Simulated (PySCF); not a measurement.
NMR data simulated for an unnamed compound:

1H NMR (400 MHz, computed): δ 3.91 (s, 3H), 1.39 (br s, 1H), 0.28 (br s, 4H).

13C{1H} NMR (computed): δ 53.5 (CH3).

One computed conformer, averaged over atoms made equivalent by symmetry, fast rotation or ring inversion, no relativistic terms, gas phase. σ from GIAO-PBE0/pcSseg-1; GFN2-xTB geometry; PySCF.

References, each an isolated molecule treated in the same way: 1H (31.72 ppm) and 13C (186.93 ppm) against TMS.

**Question.** Which of these does the molecule contain: an amide, an OH group, a non-aromatic C=C double bond, an NH or NH2 group, a tert-butyl group?

**Answer.** 
- An amide: no.
- An OH group: yes (δH 1.39 (br s)).
- A non-aromatic C=C double bond: no.
- An NH or NH2 group: yes (δH 0.28 (br s)).
- A tert-butyl group: no.

The data belong to SMILES [Si](OC)(N)(N)O, CH8N2O2Si; they needn't prove each group on their own.

Carbon signals by region: 1 at 50–100 ppm.

Exchangeable OH/NH protons stand at their gas-phase positions; hydrogen bonding in a real sample shifts them, mostly to higher δ. Shifts are as computed. Against solution values, carbons near 30 ppm lie about +3 ppm off and those near 130 ppm about +5 ppm. Of 1309 compounds with measured shifts, 239 miss one by over three times the rms of a fit or turn the order of signals round; such compounds aren't used in these exercises.
